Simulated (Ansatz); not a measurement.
Cost and result up the ladder for LiPt₃ (the lowest doublet isomer of a short search) (4 atoms). Charge 0, multiplicity 2. Geometry: PBE-D4/def2-TZVP.

```xyz
4

Li    0.326   -0.648    1.327
Pt   -1.292   -0.641   -0.570
Pt    1.182   -0.231   -0.978
Pt   -0.216    1.520    0.221
```

Ansatz on 4 threads of Arm Neoverse V1 on a shared host. Times are rough, and most runs start from the orbitals of an earlier one. CAM-B3LYP-D4/def2-TZVP serves as the yardstick here, not as an exact answer. Differences are given only for rows in sets of like size (and for xTB, whose basis is part of the method), since another set adds its own error. Binding counts from free atoms at the same level (Li doublet, Pt triplet; other spins of the atoms weren't run), without zero-point energy or a counterpoise term.

In the def2 sets Pt takes a core potential; there is no spin–orbit coupling. B3LYP takes the VWN-RPA correlation. HSE06 is defined as in plane-wave codes, on full-range PBE exchange. Correlated methods freeze no core orbitals; core or outer-core shells of Li, Pt are correlated, in sets that lack core-valence functions. The rows differ in basis, and correlated rows in double-zeta sets carry the largest basis error. In CCSD on the charge 0 doublet the largest single amplitude is 0.21, so its Hartree–Fock determinant may place the open shell otherwise than the density functionals do. The structure comes from a short search, and lower isomers may exist.

Run but left out: MP2/def2-TZVP (⟨S²⟩ 1.16, where a pure state has 0.75).

Correlated methods converge slowly with the basis, most of all in double-zeta sets.

```json
{"level": "CAM-B3LYP-D4/def2-TZVP", "functions": "134", "binding energy per atom (eV)": "2.15", "difference from CAM-B3LYP-D4/def2-TZVP (eV)": "0.00", "remarks": "–"}
{"level": "r2SCAN-D4/def2-TZVP", "functions": "134", "binding energy per atom (eV)": "2.58", "difference from CAM-B3LYP-D4/def2-TZVP (eV)": "0.43", "remarks": "spin-contaminated (⟨S²⟩ 0.83)"}
{"level": "PBE-D4/def2-TZVP (with forces)", "functions": "134", "binding energy per atom (eV)": "2.65", "difference from CAM-B3LYP-D4/def2-TZVP (eV)": "0.50", "remarks": "–"}
{"level": "CCSD(T)/def2-SVP", "functions": "105", "binding energy per atom (eV)": "2.22", "difference from CAM-B3LYP-D4/def2-TZVP (eV)": "–", "remarks": "spin-contaminated (⟨S²⟩ 1.08)"}
{"level": "LDA (SPW92)/def2-TZVP", "functions": "134", "binding energy per atom (eV)": "3.18", "difference from CAM-B3LYP-D4/def2-TZVP (eV)": "1.03", "remarks": "–"}
{"level": "r2SCAN-D4/def2-TZVPD", "functions": "146", "binding energy per atom (eV)": "2.59", "difference from CAM-B3LYP-D4/def2-TZVP (eV)": "0.43", "remarks": "spin-contaminated (⟨S²⟩ 0.83)"}
{"level": "HSE06-D4/def2-TZVP", "functions": "134", "binding energy per atom (eV)": "2.33", "difference from CAM-B3LYP-D4/def2-TZVP (eV)": "0.17", "remarks": "–"}
{"level": "PBE-D4/def2-TZVPD", "functions": "146", "binding energy per atom (eV)": "2.66", "difference from CAM-B3LYP-D4/def2-TZVP (eV)": "0.50", "remarks": "–"}
{"level": "B3LYP-D4/def2-TZVP", "functions": "134", "binding energy per atom (eV)": "2.28", "difference from CAM-B3LYP-D4/def2-TZVP (eV)": "0.13", "remarks": "–"}
{"level": "PBE0-D4/def2-TZVPD", "functions": "146", "binding energy per atom (eV)": "2.32", "difference from CAM-B3LYP-D4/def2-TZVP (eV)": "0.17", "remarks": "–"}
{"level": "B2PLYP/def2-TZVP", "functions": "134", "binding energy per atom (eV)": "2.38", "difference from CAM-B3LYP-D4/def2-TZVP (eV)": "0.23", "remarks": "spin-contaminated (⟨S²⟩ 0.88)"}
{"level": "PBE0-D4/def2-TZVP", "functions": "134", "binding energy per atom (eV)": "2.32", "difference from CAM-B3LYP-D4/def2-TZVP (eV)": "0.16", "remarks": "–"}
{"level": "PBE-D4/def2-SVP", "functions": "105", "binding energy per atom (eV)": "2.61", "difference from CAM-B3LYP-D4/def2-TZVP (eV)": "–", "remarks": "–"}
{"level": "PBE0-D4/def2-SVP", "functions": "105", "binding energy per atom (eV)": "2.27", "difference from CAM-B3LYP-D4/def2-TZVP (eV)": "–", "remarks": "–"}
```

Estimate how long each takes.

LDA (SPW92)/def2-TZVP 1.7 s; PBE-D4/def2-SVP 3.4 s; PBE-D4/def2-TZVP (with forces) 3.9 s; PBE0-D4/def2-SVP 4.3 s; PBE-D4/def2-TZVPD 4.4 s; B3LYP-D4/def2-TZVP 6 s; HSE06-D4/def2-TZVP 6 s; PBE0-D4/def2-TZVPD 6 s; PBE0-D4/def2-TZVP 8 s; B2PLYP/def2-TZVP 11 s; CAM-B3LYP-D4/def2-TZVP 14 s; r2SCAN-D4/def2-TZVP 24 s; r2SCAN-D4/def2-TZVPD 28 s; CCSD(T)/def2-SVP 2.6 min. On shared hardware such times vary by a factor of up to 3.
